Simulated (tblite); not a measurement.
A geometry optimisation, step by step.

Species: C3H8B2F3N.
SMILES with atom numbers: `[BH2:1][N:2]([BH2:3])[CH2:4][CH2:5][C:6]([F:7])([F:8])[F:9]` (hydrogens: H10, H11 on B1; H12, H13 on B3; H14, H15 on C4; H16, H17 on C5)

Computed with GFN2-xTB (tblite), gas phase: L-BFGS steps from a force-field or distance-geometry start until the largest atomic force falls under 0.01 eV/Å. 7 of its 142 geometries are shown.

Step 0: E = -818.5666 eV, largest atomic force 3.421 eV/Å
```
atom  x, y, z in Å  |  force x, y, z in eV/Å
B1     -2.091    1.143   -0.688   -0.121   0.953   3.246
N2     -1.309    0.309    0.304   -1.011  -0.996  -3.113
B3     -1.781   -1.159    0.300   -1.558   2.003  -0.040
C4      0.081    0.387   -0.166   -0.194   1.218   0.321
C5      1.029   -0.399    0.717    0.606  -0.225   0.350
C6      2.396   -0.209    0.074    0.191  -0.434  -0.354
F7      3.398   -0.868    0.764   -0.980   0.977  -1.183
F8      2.748    1.114   -0.078   -0.082  -1.753   0.217
F9      2.282   -0.754   -1.199    1.064   0.566   1.219
H10    -3.206    1.489   -0.348    0.555  -0.938  -0.567
H11    -1.498    1.997   -1.262   -0.107  -0.647  -0.188
H12    -1.928   -1.621   -0.793    0.715  -0.383   0.679
H13    -2.507   -1.498    1.203    0.788   0.067  -0.485
H14     0.178    0.093   -1.234    0.091   0.040   0.594
H15     0.360    1.467   -0.044   -0.045  -0.713  -0.403
H16     0.776   -1.485    0.690    0.282   0.684   0.248
H17     1.066    0.007    1.750   -0.193  -0.420  -0.542
```

Step 24: E = -820.6792 eV, largest atomic force 0.262 eV/Å
```
atom  x, y, z in Å  |  force x, y, z in eV/Å
B1     -2.199    1.340   -0.289    0.006  -0.015  -0.056
N2     -1.314    0.258   -0.098    0.071  -0.054   0.046
B3     -1.851   -1.016    0.220   -0.088  -0.067  -0.132
C4      0.102    0.401   -0.435    0.059  -0.089  -0.038
C5      1.004   -0.367    0.540    0.041   0.036   0.028
C6      2.453   -0.295    0.102   -0.044   0.020   0.017
F7      3.271   -0.951    0.942   -0.063   0.025  -0.091
F8      2.918    0.961    0.026   -0.021  -0.029   0.000
F9      2.626   -0.838   -1.115    0.088   0.016   0.081
H10    -3.327    1.119   -0.107   -0.090   0.234   0.077
H11    -1.817    2.374   -0.680    0.066  -0.013   0.023
H12    -1.280   -2.012   -0.022    0.082   0.072   0.069
H13    -2.925   -1.066    0.680    0.071  -0.037  -0.058
H14     0.285    0.021   -1.445   -0.064  -0.105  -0.114
H15     0.404    1.455   -0.435   -0.209  -0.045   0.079
H16     0.731   -1.425    0.566    0.022   0.098   0.046
H17     0.912    0.055    1.542    0.073  -0.048   0.020
```

Step 47: E = -820.7636 eV, largest atomic force 0.122 eV/Å
```
atom  x, y, z in Å  |  force x, y, z in eV/Å
B1     -2.115    1.370   -0.166   -0.052   0.078  -0.046
N2     -1.339    0.190   -0.153   -0.028   0.059   0.012
B3     -1.917   -1.075    0.106    0.040   0.051   0.031
C4      0.077    0.274   -0.508   -0.043   0.017  -0.003
C5      0.996   -0.350    0.551    0.032   0.049  -0.015
C6      2.442   -0.235    0.107    0.017   0.004  -0.002
F7      3.288   -0.851    0.947   -0.048   0.002   0.013
F8      2.849    1.042    0.030   -0.015  -0.006   0.012
F9      2.658   -0.768   -1.105   -0.020  -0.031   0.033
H10    -3.244    1.313    0.132    0.053   0.007  -0.016
H11    -1.633    2.388   -0.494    0.018  -0.047   0.068
H12    -1.260   -2.040    0.093    0.012  -0.090  -0.082
H13    -3.056   -1.131    0.335   -0.055  -0.033   0.041
H14     0.236   -0.224   -1.471    0.035  -0.071   0.020
H15     0.357    1.326   -0.622   -0.032  -0.021  -0.041
H16     0.759   -1.404    0.712    0.074   0.072  -0.043
H17     0.893    0.186    1.496    0.013  -0.039   0.018
```

Step 70: E = -820.8108 eV, largest atomic force 0.086 eV/Å
```
atom  x, y, z in Å  |  force x, y, z in eV/Å
B1     -1.992    1.389    0.015    0.051  -0.052  -0.011
N2     -1.354    0.145   -0.191    0.044  -0.065  -0.018
B3     -2.007   -1.100   -0.030   -0.011   0.021   0.013
C4      0.046    0.116   -0.614   -0.004   0.002  -0.011
C5      0.983   -0.277    0.540   -0.029   0.012  -0.008
C6      2.438   -0.134    0.145   -0.011   0.034  -0.011
F7      3.264   -0.650    1.069   -0.022   0.030   0.022
F8      2.795    1.149   -0.013    0.029   0.038  -0.013
F9      2.733   -0.751   -1.007   -0.027  -0.040  -0.034
H10    -3.122    1.407    0.295   -0.017   0.003   0.046
H11    -1.381    2.379   -0.113    0.021   0.032  -0.009
H12    -1.417   -2.086   -0.247    0.010  -0.053  -0.012
H13    -3.121   -1.130    0.313   -0.002   0.026   0.003
H14     0.160   -0.607   -1.428    0.042   0.028   0.011
H15     0.335    1.103   -0.983    0.010   0.012   0.004
H16     0.825   -1.314    0.839   -0.085  -0.013   0.006
H17     0.809    0.374    1.399    0.000  -0.014   0.023
```

Step 94: E = -820.8242 eV, largest atomic force 0.060 eV/Å
```
atom  x, y, z in Å  |  force x, y, z in eV/Å
B1     -1.914    1.361    0.113   -0.004  -0.010  -0.015
N2     -1.348    0.110   -0.220   -0.006   0.000   0.021
B3     -2.043   -1.116   -0.116   -0.009  -0.029  -0.042
C4      0.045    0.073   -0.653    0.010   0.024  -0.002
C5      0.963   -0.232    0.539    0.007  -0.011  -0.006
C6      2.422   -0.099    0.157   -0.003  -0.010   0.000
F7      3.235   -0.486    1.154    0.009   0.036  -0.047
F8      2.759    1.164   -0.147    0.002  -0.031   0.024
F9      2.749   -0.841   -0.912    0.001  -0.018   0.033
H10    -3.014    1.399    0.497   -0.008   0.026  -0.002
H11    -1.272    2.334   -0.010   -0.025  -0.011   0.026
H12    -1.496   -2.113   -0.405   -0.032   0.030   0.019
H13    -3.155   -1.112    0.239    0.022  -0.018   0.009
H14     0.177   -0.692   -1.423    0.023   0.005   0.032
H15     0.323    1.043   -1.073    0.012   0.023  -0.028
H16     0.796   -1.250    0.898   -0.004   0.020   0.006
H17     0.766    0.470    1.353    0.006  -0.027  -0.029
```

Step 118: E = -820.8309 eV, largest atomic force 0.026 eV/Å
```
atom  x, y, z in Å  |  force x, y, z in eV/Å
B1     -1.917    1.340    0.176   -0.001  -0.006   0.010
N2     -1.350    0.108   -0.222   -0.002   0.001  -0.005
B3     -2.048   -1.121   -0.188    0.001   0.005   0.005
C4      0.046    0.097   -0.647    0.005  -0.002  -0.002
C5      0.966   -0.192    0.548    0.006   0.000  -0.001
C6      2.424   -0.120    0.149    0.009  -0.006  -0.003
F7      3.244   -0.340    1.189   -0.011  -0.002  -0.006
F8      2.764    1.077   -0.354   -0.006  -0.021   0.006
F9      2.745   -1.029   -0.785    0.000   0.014  -0.002
H10    -3.028    1.371    0.530   -0.004  -0.008   0.000
H11    -1.264    2.312    0.145   -0.002  -0.002  -0.004
H12    -1.504   -2.107   -0.515    0.003   0.022  -0.003
H13    -3.159   -1.134    0.166   -0.009  -0.005   0.000
H14     0.196   -0.670   -1.411    0.017  -0.018   0.008
H15     0.311    1.068   -1.073   -0.004   0.012   0.003
H16     0.773   -1.191    0.945   -0.006   0.017   0.004
H17     0.795    0.543    1.338    0.005   0.000  -0.009
```

Step 141: E = -820.8324 eV, largest atomic force 0.009 eV/Å
```
atom  x, y, z in Å  |  force x, y, z in eV/Å
B1     -1.913    1.318    0.215    0.002   0.001   0.001
N2     -1.351    0.097   -0.223    0.003   0.003   0.001
B3     -2.059   -1.126   -0.232    0.005   0.000  -0.004
C4      0.047    0.095   -0.645    0.003   0.002  -0.006
C5      0.969   -0.144    0.559    0.001   0.002  -0.008
C6      2.425   -0.128    0.145    0.002  -0.001   0.000
F7      3.246   -0.332    1.188    0.006  -0.006   0.004
F8      2.792    1.040   -0.403   -0.003   0.004  -0.003
F9      2.716   -1.077   -0.758   -0.005  -0.001   0.002
H10    -3.023    1.341    0.571    0.001  -0.002   0.000
H11    -1.256    2.288    0.211    0.001   0.008  -0.001
H12    -1.519   -2.102   -0.591    0.001   0.000   0.000
H13    -3.171   -1.143    0.116    0.002  -0.004   0.001
H14     0.211   -0.695   -1.383   -0.002  -0.001   0.004
H15     0.299    1.056   -1.101   -0.008  -0.004   0.003
H16     0.757   -1.114    1.013   -0.005  -0.001   0.002
H17     0.823    0.638    1.307   -0.005   0.000   0.003
```

**Question.** Summarise the path.

**Answer.** The energy falls by 218.61 kJ/mol from step 0 to step 141; nine tenths of that is first reached at step 20. It falls at every step. The largest force goes from 3.421 to 0.009 eV/Å. Among the bonds N2–B3 changes most, from 1.542 to 1.413 Å; the atoms move by 0.815 Å rms after alignment.

The cost below is that of the whole relaxation. On Arm Neoverse N1, one thread, shared host with 64 logical CPUs at a one-minute load of 59, this took 1.5 s of wall time.
